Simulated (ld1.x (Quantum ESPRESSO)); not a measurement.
## Ca: variants of one TM semilocal potential

Base potential:

- Element: calcium (Ca)
- Generator: ld1.x (Quantum ESPRESSO) 7.5
- Type: norm-conserving Troullier–Martins (semilocal form)
- Functional: LDA (PZ)
- Relativity: scalar-relativistic
- Frozen core: [Ne] 3s2
- Valence charge: 8
- Reference configuration: 3p6 3d0 4s2 4p0
- Partial waves: 4s (bound): rc 3.70 bohr; 3p (bound): rc 1.85 bohr; 3d (bound, empty): rc 1.55 bohr
- Local potential: the d channel
- Core correction: Bessel-smoothed model core inside 1.10 bohr

Cutoffs, loose and tight: the cutoffs (Ry, on a coarse ladder) from which the occupation-weighted sum of valence levels, in a spherical-Bessel basis at the reference potential, stays within 10 and 1 mRy of its value at 400 Ry. They do not see the model core or the augmentation charge, which bear on the density cutoff. Test errors are all-electron minus pseudo excitation energies from the reference, over the configurations 3p6 3d0 4s1 4p0; 3p6 3d0 4s0 4p0; 3p6 3d0 4s1.5 4p0; 3p6 3d0 4s1 4p1; 3p6 3d0 4s0 4p2; 3p6 3d1 4s1 4p0; 3p6 3d1 4s0 4p0 (two spin-polarised tests are not counted in the largest error). A dash means not determined; rows that change the core or the reference have their own tests.

For the base: The cutoffs count occupied waves only; the empty 3d level needs 60 Ry at the loose tolerance.

A true bound ghost makes a file unfit for plane-wave use even where its test errors are small: the radial tests pick states by their node count and pass the ghost by.

In the semilocal form every listed channel keeps its own potential, so the choice of the local channel does not act on these tests. It acts once the file is put into the separable form.

A semilocal file is local in each channel, so a ghost entry of none says nothing of the separable form that plane-wave codes build from it.

| change | outcome | cutoff, loose | cutoff, tight | bound ghosts | largest test error (meV) |
| --- | --- | --- | --- | --- | --- |
| base | generated | 30 Ry | 50 Ry | none | -82 |
| reference 3p6 3d0 4s0 4p0 | generated | 30 Ry | 50 Ry | none | -346 |
| wave 4s (bound): rc 3.70 bohr becomes 4s (bound): rc 5.40 bohr | generated | 30 Ry | 50 Ry | none | -261 |
| all radii but the core radius scaled by about 1.06 (s 3.90, p 1.96, d 1.64 bohr) | generated | 30 Ry | 50 Ry | none | -69 |
| core correction Bessel-smoothed model core inside 0.64 bohr | generated | 30 Ry | 50 Ry | none | -82 |
| form changed from semilocal to separable (Kleinman–Bylander), still TM | generated | 30 Ry | 45 Ry | s | -83 |
| core [Ar], valence charge 2; reference 3d0 4s2 4p0; waves now 4p (bound): rc 2.90 bohr; 3d (bound): rc 1.65 bohr; 4s (bound): rc 2.85 bohr; local potential the s channel; core correction Bessel-smoothed model core, default radius (core density twice the valence density) | generated | 6 Ry | 10 Ry | none | -210 |
| wave 3d (bound): rc 1.55 bohr becomes 3d (bound): rc 2.34 bohr | generated | 30 Ry | 50 Ry | none | -44 |
| core correction Bessel-smoothed model core inside 0.66 bohr | generated | 30 Ry | 50 Ry | none | -82 |

**Question.** What comes out with this change to the base: wave 3p (bound): rc 1.85 bohr becomes 3p (bound): rc 1.14 bohr?

**Answer.** outcome: generated; cutoff, loose: 60 Ry; cutoff, tight: 80 Ry; bound ghosts: none; largest test error (meV): -83.

**Question.** What comes out with this change to the base: wave 3p (bound): rc 1.85 bohr becomes 3p (bound): rc 2.58 bohr?

**Answer.** outcome: generated; cutoff, loose: 25 Ry; cutoff, tight: 40 Ry; bound ghosts: none; largest test error (meV): -248.
